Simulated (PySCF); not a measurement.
F₄MoO, charge +1, doublet, geometry from GFN2-xTB (such geometries of metal compounds can be far from the true shape) (the multiplicity is a formal guess) (core potentials on Mo); DF-PBE-D3ZERO/def2-SV(P) (PySCF).

PySCF was given this input:
```python
from pyscf import gto, scf, dft

mol = gto.M(
    atom='''
Mo    0.047004   -0.025919    0.044290
O     1.177714   -0.649422    1.109724
F    -1.151938    0.635209   -1.085436
F     0.024902    1.543591    0.788292
F     1.035474   -0.292906   -1.358933
F    -1.174645   -1.187673    0.462968
''',
    basis='def2-sv(p)',
    ecp={'Mo': 'def2-sv(p)'},
    charge=1,
    spin=1,
    verbose=4,
)

mf = dft.UKS(mol)
mf.xc = 'pbe'
mf.disp = 'd3zero'
mf = mf.density_fit(auxbasis='def2-universal-jkfit')
mf.kernel()
mf.analyze()
```

### Question
Write the output that PySCF gives for this input, abridged.

### Answer

```
PySCF version 2.14.0

[INPUT] verbose = 4
[INPUT] num. atoms = 6
[INPUT] num. electrons = 57
[INPUT] charge = 1
[INPUT] spin (= nelec alpha-beta = 2S) = 1
[INPUT] symmetry False subgroup None
[INPUT] Mole.unit = angstrom
[INPUT] Symbol           X                Y                Z      unit          X                Y                Z       unit  Magmom
[INPUT]  1 Mo     0.047004000000  -0.025919000000   0.044290000000 AA    0.088824686759  -0.048979811423   0.083695970057 Bohr   0.0
[INPUT]  2 O      1.177714000000  -0.649422000000   1.109724000000 AA    2.225556913066  -1.227229719267   2.097074433857 Bohr   0.0
[INPUT]  3 F     -1.151938000000   0.635209000000  -1.085436000000 AA   -2.176847332479   1.200371041859  -2.051176765743 Bohr   0.0
[INPUT]  4 F      0.024902000000   1.543591000000   0.788292000000 AA    0.047057959954   2.916964238344   1.489655986186 Bohr   0.0
[INPUT]  5 F      1.035474000000  -0.292906000000  -1.358933000000 AA    1.956762269108  -0.553512120242  -2.568011191634 Bohr   0.0
[INPUT]  6 F     -1.174645000000  -1.187673000000   0.462968000000 AA   -2.219757343590  -2.244376695541   0.874882724438 Bohr   0.0

nuclear repulsion = 341.532905344217
number of shells = 40
number of NR pGTOs = 170
number of NR cGTOs = 94
basis = def2-sv(p)
ecp = {'Mo': 'def2-sv(p)'}

******** <class 'pyscf.df.df_jk.DFUKS'> ********
method = DFUKS
initial guess = minao
damping factor = 0
level_shift factor = 0
DIIS = <class 'pyscf.scf.diis.CDIIS'>
diis_start_cycle = 1
diis_space = 8
diis_damp = 0
SCF conv_tol = 1e-09
SCF conv_tol_grad = None
SCF max_cycles = 50
direct_scf = False
number electrons alpha = 29  beta = 28
XC library pyscf.dft.libxc version 7.1.2
    S. Lehtola, C. Steigemann, M. J. T. Oliveira, and M. A. L. Marques,  SoftwareX 7, 1–5 (2018)
XC functionals = pbe
    J. P. Perdew, K. Burke, and M. Ernzerhof,  Phys. Rev. Lett. 77, 3865 (1996)
    J. P. Perdew, K. Burke, and M. Ernzerhof,  Phys. Rev. Lett. 78, 1396 (1997)
    J. P. Perdew, K. Burke, and M. Ernzerhof,  Phys. Rev. Lett. 77, 3865 (1996)
    J. P. Perdew, K. Burke, and M. Ernzerhof,  Phys. Rev. Lett. 78, 1396 (1997)
radial grids:
    Treutler-Ahlrichs [JCP 102, 346 (1995); DOI:10.1063/1.469408] (M4) radial grids

becke partition: Becke, JCP 88, 2547 (1988); DOI:10.1063/1.454033
pruning grids: <function nwchem_prune>
grids dens level: 3
symmetrized grids: False
atomic radii adjust function: <function treutler_atomic_radii_adjust>
small_rho_cutoff = 0
Set gradient conv threshold to 3.16228e-05
tot grids = 93568
Calc dispersion correction with DFTD3.
Parameters: xc=pbe, version=d3zero, atm=False
init E= -535.029830031857

cycle= 1 E= -541.204312989669  delta_E= -6.17  |g|= 1.06  |ddm|= 2.46

cycle= 2 E= -534.699806606171  delta_E=  6.5  |g|= 3.91  |ddm|= 3.61
cycle= 3 E= -540.541313271036  delta_E= -5.84  |g|= 1.63  |ddm|= 3.16
cycle= 4 E= -541.543201297543  delta_E=   -1  |g|= 0.569  |ddm|= 1.44
cycle= 5 E= -541.386851347154  delta_E= 0.156  |g|= 0.797  |ddm|=  1.2
cycle= 6 E= -541.666902955786  delta_E= -0.28  |g|= 0.191  |ddm|= 1.14
cycle= 7 E= -541.672971164937  delta_E= -0.00607  |g|= 0.146  |ddm|= 0.196
cycle= 8 E= -541.680321042581  delta_E= -0.00735  |g|= 0.0477  |ddm|= 0.141
cycle= 9 E= -541.6812006059  delta_E= -0.00088  |g|= 0.0101  |ddm|= 0.0435
cycle= 10 E= -541.681198396771  delta_E= 2.21e-06  |g|= 0.0107  |ddm|= 0.0134
cycle= 11 E= -541.681238702767  delta_E= -4.03e-05  |g|= 0.00321  |ddm|= 0.00996
cycle= 12 E= -541.681241720617  delta_E= -3.02e-06  |g|= 0.00186  |ddm|= 0.00298
cycle= 13 E= -541.681242986396  delta_E= -1.27e-06  |g|= 0.000752  |ddm|= 0.00175
cycle= 14 E= -541.681243212418  delta_E= -2.26e-07  |g|= 0.000142  |ddm|= 0.000588
cycle= 15 E= -541.681243221261  delta_E= -8.84e-09  |g|= 3.39e-05  |ddm|= 0.000117
cycle= 16 E= -541.681243221845  delta_E= -5.83e-10  |g|= 8.84e-06  |ddm|= 4.3e-05
Extra cycle  E= -541.681243221517  delta_E= 3.27e-10  |g|= 3.05e-05  |ddm|= 2.77e-05
converged SCF energy = -541.681243221517  <S^2> = 0.75717293  2S+1 = 2.0071601
**** SCF Summaries ****
Total Energy =                        -541.681243221517093
Nuclear Repulsion Energy =             341.532905344216658
One-electron Energy =                -1439.624336969229262
Two-electron Energy =                  556.411711000261676
Two-electron Coulomb Energy =          613.857629759364841
DFT Exchange-Correlation Energy =      -57.445918759103179
Empirical Dispersion Energy =           -0.001522596766278
**** MO energy ****
                             alpha | beta                alpha | beta
MO #1   energy= -24.5915360203761  | -24.5822451478792  occ= 1 | 1
MO #2   energy= -24.5790103636859  | -24.5789839426116  occ= 1 | 1
MO #3   energy= -24.5790080065883  | -24.5789813481794  occ= 1 | 1
MO #4   energy= -24.5788643237877  | -24.5788377491025  occ= 1 | 1
MO #5   energy= -19.1644980690304  | -19.1462670328668  occ= 1 | 1
MO #6   energy= -2.91289042287158  | -2.91301070106795  occ= 1 | 1
MO #7   energy= -1.97269640628451  | -1.97093479013834  occ= 1 | 1
MO #8   energy= -1.95758982015382  | -1.95831030072984  occ= 1 | 1
MO #9   energy= -1.95758938355189  | -1.95830981161584  occ= 1 | 1
MO #10  energy= -1.37132977453969  | -1.36759150725903  occ= 1 | 1
MO #11  energy= -1.36672764245918  | -1.34924934920646  occ= 1 | 1
MO #12  energy= -1.34210774740965  | -1.34202655268362  occ= 1 | 1
MO #13  energy= -1.34210639867056  | -1.34202575703886  occ= 1 | 1
MO #14  energy= -1.1937992537131   | -1.15392167182797  occ= 1 | 1
MO #15  energy= -0.80069171935498  | -0.76772100571565  occ= 1 | 1
MO #16  energy= -0.769522375284932 | -0.765698090715411 occ= 1 | 1
MO #17  energy= -0.769521086553216 | -0.765697783777443 occ= 1 | 1
MO #18  energy= -0.762106145207037 | -0.761955345297251 occ= 1 | 1
MO #19  energy= -0.762103815898224 | -0.761952690147469 occ= 1 | 1
MO #20  energy= -0.717229975021962 | -0.702646829709074 occ= 1 | 1
MO #21  energy= -0.676269412290352 | -0.670762569566568 occ= 1 | 1
MO #22  energy= -0.673294707276016 | -0.670758458467957 occ= 1 | 1
MO #23  energy= -0.673291036817735 | -0.665658921355348 occ= 1 | 1
MO #24  energy= -0.663954535679286 | -0.663898412089265 occ= 1 | 1
MO #25  energy= -0.65973449849921  | -0.644580441344106 occ= 1 | 1
MO #26  energy= -0.65361460104287  | -0.644572865340281 occ= 1 | 1
MO #27  energy= -0.653608007895848 | -0.617678814940112 occ= 1 | 1
MO #28  energy= -0.627446277576628 | -0.617675309597279 occ= 1 | 1
MO #29  energy= -0.627444392455255 | -0.597643613803494 occ= 1 | 0
MO #30  energy= -0.435698131664119 | -0.431617791745743 occ= 0 | 0
MO #31  energy= -0.435697517625249 | -0.431617092562905 occ= 0 | 0
MO #32  energy= -0.382601357909751 | -0.382661379180614 occ= 0 | 0
MO #33  energy= -0.382599942453358 | -0.382659890942235 occ= 0 | 0
MO #34  energy= -0.265374925362657 | -0.258688911136041 occ= 0 | 0
MO #35  energy= -0.177557278967658 | -0.170315083617858 occ= 0 | 0
MO #36  energy= -0.133773555656108 | -0.133135750567718 occ= 0 | 0
MO #37  energy= -0.13377168445745  | -0.133133952696598 occ= 0 | 0

spin_pop of  0 Mo 4s       -0.00009
spin_pop of  0 Mo 5s       -0.00269
spin_pop of  0 Mo 6s       -0.00036
spin_pop of  0 Mo 7s       -0.00011
spin_pop of  0 Mo 8s        0.00143
spin_pop of  0 Mo 4px       0.00046
spin_pop of  0 Mo 4py       0.00579
spin_pop of  0 Mo 4pz       0.00163
spin_pop of  0 Mo 5px      -0.00001
spin_pop of  0 Mo 5py       0.00088
spin_pop of  0 Mo 5pz       0.00025
spin_pop of  0 Mo 6px       0.00045
spin_pop of  0 Mo 6py       0.00031
spin_pop of  0 Mo 6pz      -0.00013
spin_pop of  0 Mo 4dxy     -0.00957
spin_pop of  0 Mo 4dyz     -0.01482
spin_pop of  0 Mo 4dz^2    -0.01098
spin_pop of  0 Mo 4dxz     -0.01145
spin_pop of  0 Mo 4dx2-y2   -0.01183
spin_pop of  0 Mo 5dxy     -0.00096
spin_pop of  0 Mo 5dyz     -0.00202
spin_pop of  0 Mo 5dz^2    -0.00034
spin_pop of  0 Mo 5dxz     -0.00130
spin_pop of  0 Mo 5dx2-y2   -0.00053
spin_pop of  1 O 1s       -0.00000
spin_pop of  1 O 2s        0.01444
spin_pop of  1 O 3s        0.00011
spin_pop of  1 O 2px       0.31050
spin_pop of  1 O 2py       0.11820
spin_pop of  1 O 2pz       0.27171
spin_pop of  1 O 3px       0.00073
spin_pop of  1 O 3py      -0.00001
spin_pop of  1 O 3pz       0.00133
spin_pop of  1 O 3dxy      0.00005
spin_pop of  1 O 3dyz      0.00004
spin_pop of  1 O 3dz^2    -0.00015
spin_pop of  1 O 3dxz      0.00028
spin_pop of  1 O 3dx2-y2   -0.00006
spin_pop of  2 F 1s       -0.00000
spin_pop of  2 F 2s        0.00091
spin_pop of  2 F 3s       -0.00008
spin_pop of  2 F 2px       0.14847
spin_pop of  2 F 2py       0.04595
spin_pop of  2 F 2pz       0.13026
spin_pop of  2 F 3px       0.00002
spin_pop of  2 F 3py      -0.00005
spin_pop of  2 F 3pz       0.00011
spin_pop of  2 F 3dxy      0.00003
spin_pop of  2 F 3dyz      0.00001
spin_pop of  2 F 3dz^2    -0.00001
spin_pop of  2 F 3dxz      0.00007
spin_pop of  2 F 3dx2-y2    0.00001
spin_pop of  3 F 1s        0.00000
spin_pop of  3 F 2s       -0.00005
spin_pop of  3 F 3s       -0.00003
spin_pop of  3 F 2px      -0.00176
spin_pop of  3 F 2py       0.00241
spin_pop of  3 F 2pz       0.00351
spin_pop of  3 F 3px      -0.00005
spin_pop of  3 F 3py      -0.00005
spin_pop of  3 F 3pz      -0.00004
spin_pop of  3 F 3dxy      0.00001
spin_pop of  3 F 3dyz      0.00001
spin_pop of  3 F 3dz^2    -0.00000
spin_pop of  3 F 3dxz      0.00000
spin_pop of  3 F 3dx2-y2   -0.00000
spin_pop of  4 F 1s        0.00000
spin_pop of  4 F 2s        0.00020
spin_pop of  4 F 3s        0.00002
spin_pop of  4 F 2px       0.00509
spin_pop of  4 F 2py       0.00066
spin_pop of  4 F 2pz      -0.00159
spin_pop of  4 F 3px      -0.00012
spin_pop of  4 F 3py      -0.00003
spin_pop of  4 F 3pz       0.00012
spin_pop of  4 F 3dxy      0.00000
spin_pop of  4 F 3dyz      0.00000
spin_pop of  4 F 3dz^2     0.00001
spin_pop of  4 F 3dxz      0.00000
spin_pop of  4 F 3dx2-y2    0.00000
spin_pop of  5 F 1s        0.00000
spin_pop of  5 F 2s       -0.00022
spin_pop of  5 F 3s       -0.00008
spin_pop of  5 F 2px      -0.00204
spin_pop of  5 F 2py       0.00595
spin_pop of  5 F 2pz       0.00126
spin_pop of  5 F 3px      -0.00010
spin_pop of  5 F 3py       0.00006
spin_pop of  5 F 3pz      -0.00007
spin_pop of  5 F 3dxy      0.00000
spin_pop of  5 F 3dyz      0.00001
spin_pop of  5 F 3dz^2    -0.00000
spin_pop of  5 F 3dxz     -0.00000
spin_pop of  5 F 3dx2-y2    0.00001
In total            29.00000 | 28.00000

WARN: System has nonzero charge 1; the dipole moment is origin-dependent.
Location of origin: [0. 0. 0.]

Dipole moment(X, Y, Z, Debye):  0.72041, -0.39709,  0.67875
```
